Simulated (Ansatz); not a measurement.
`[SnH3][CH2][SnH3]` + `B[SiH2]Cl` → `B[SiH](Cl)[SnH3]` + `[CH3][SnH3]` at 400 K and 1 bar (formal exchange of groups at the Sn–C bond).

Isolated molecules relaxed with PBE0-D4/def2-TZVP in Ansatz; ΔE leaves out vibrations. CBS: MP2 limit from def2 TZ/QZ plus the TZ coupled-cluster correction, frozen cores. def2 core potentials past Kr. For Sn outer-core shells are correlated without core-valence functions, which leaves a few kJ/mol of doubt a bond.

```tsv
species	CCSD(T)/CBS energy (Eh)	H − E (kJ/mol)	S (J/(mol·K))
`[SnH3][CH2][SnH3]`	-470.86997	210.5	420.1
`B[SiH2]Cl`	-776.05948	125.0	329.6
`B[SiH](Cl)[SnH3]`	-991.28328	173.1	428.0
`[CH3][SnH3]`	-255.66383	170.6	309.1
```

H − E and S are ideal-gas, rigid-rotor, harmonic terms from PBE0-D4/def2-TZVP, for one conformer and one mirror image of each species. 1 Eh = 2625.50 kJ/mol, R = 8.31446 J/(mol·K).

Q: By hand: ΔE, ΔH, ΔS and ΔG.

A: ΔE = (-991.28328) + (-255.66383) − (-470.86997) − (-776.05948) = -0.01766 Eh = -46.4 kJ/mol. Δ(H − E) = 173.1 + 170.6 − 210.5 − 125.0 = 8.2, so ΔH = -38.2 kJ/mol. ΔS = 428.0 + 309.1 − 420.1 − 329.6 = -12.6 J/(mol·K). ΔG = -38.2 − 400 × (-12.6)/1000 = -33.2 kJ/mol.

Q: By hand: the equilibrium constant, and the temperature at which ΔG would vanish if ΔH and ΔS stayed fixed.

A: log₁₀ K = −ΔG/(RT ln 10) = 4.3. ΔG = 0 at ΔH/ΔS = 3032 K, far beyond where these terms or the molecules hold.

The number of gas molecules stays the same, so ΔS is small and ΔH decides. A doubt of 5 kJ/mol in ΔE shifts log₁₀ K by 0.7 here. Other conformers and mirror images would add mixing entropy, several J/(mol·K) or more a flexible species. Modes under 60 cm⁻¹, often nearly free rotors, make the harmonic entropy too high. These are equilibria of isolated gas molecules and say nothing of rates. Largest T1 diagnostic: 0.013 (customary marks: 0.02 for closed shells, 0.045 for open ones).
